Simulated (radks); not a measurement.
Coulomb parameter of the 5d shell of the iridium ion Ir+ in the model configuration [Xe] 4f14 5d6 6s1 6p1, as a second difference U = [E(n + 0.5) + E(n - 0.5) - 2 E(n)] / (0.5)^2 with all orbitals relaxed. "Bare": the charge of the atom changes with n. "Screened": the 6p shell takes up the change at fixed total charge, which measures U(5d,5d) + U(6p,6p) - 2 U(5d,6p). Method: Dirac Kohn-Sham, PBEsol, spin-unpolarised, spherical densities, point nucleus; open shells are shared between the two j in proportion to 2j + 1; computed with a radial shooting solver on a logarithmic mesh with Libxc functionals.

| case | configuration | E - E(n) (eV) |
|---|---|---|
| start | [Xe] 4f14 5d6 6s1 6p1 | 0.000 |
| bare +0.5 | [Xe] 4f14 5d6.5 6s1 6p1 | -8.167 |
| bare -0.5 | [Xe] 4f14 5d5.5 6s1 6p1 | 10.916 |
| screened +0.5 | [Xe] 4f14 5d6.5 6s1 6p0.5 | -4.870 |
| screened -0.5 | [Xe] 4f14 5d5.5 6s1 6p1.5 | 5.429 |

U(bare) = 10.998 eV, U(screened by 6p) = 2.235 eV, against the Slater integral F0(5d,5d) = 15.138 eV with frozen orbitals.
